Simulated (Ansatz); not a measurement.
Ideal-gas functions of C2H3F2NSi, SMILES `C=C=N[SiH](F)F` at 298.15 K and 1 bar, from an Ansatz frequency run at PBE0-D4/def2-TZVP.

Molar mass 107.14 g/mol, point group C1 (symmetry number 1), electronic degeneracy 1, moments of inertia 80.795, 302.404, 348.887 u Å². Harmonic wavenumbers (cm⁻¹, unscaled): 50, 70, 255, 291, 299, 393, 477, 556, 653, 689, 831, 842, 912, 976, 977, 1262, 1440, 2188, 2340, 3191, 3283.

Use S(trans) = R[1.5 ln M + 2.5 ln T − 1.1517]; rotational temperatures θ = 24.2544 K / I; S(rot) = R[ln(√π/σ · √(T³/θAθBθC)) + 1.5]; for each mode x = 1.438777 ν̃/T, S = R[x/(eˣ − 1) − ln(1 − e⁻ˣ)] and H = RT x/(eˣ − 1); 1 cm⁻¹ = 0.0119627 kJ/mol; R = 8.31446 J/(mol·K).

By hand: the entropy, in J/(mol·K).

Translation 167.1. Rotation: θ = 0.3002, 0.0802, 0.0695 K, giving 114.9. Vibration, mode by mode: 20.16, 17.38, 7.10, 6.14, 5.95, 4.14, 3.00, 2.23, 1.54, 1.34, 0.77, 0.74, 0.56, 0.43, 0.43, 0.13, 0.06, 0.00, 0.00, 0.00, 0.00, in all 72.1. Electronic 0.0. Sum 354.1 J/(mol·K).

By hand: H − E and G − E in kJ/mol, counted from the electronic energy.

Zero-point energy ½ × 21975 × 0.0119627 = 131.4; thermal vibration 11.1; translation, rotation and pV give 4 RT = 9.9. H − E = 152.4 kJ/mol, and G − E = 152.4 − 298.15 × 354.1/1000 = 46.8 kJ/mol.

Vibration gives 20 % of the entropy, 37.5 J/(mol·K) of it from the modes under 150 cm⁻¹: soft modes count most, and the harmonic formula is weakest for them. The sum counts one conformer and one mirror image; others add a mixing term.
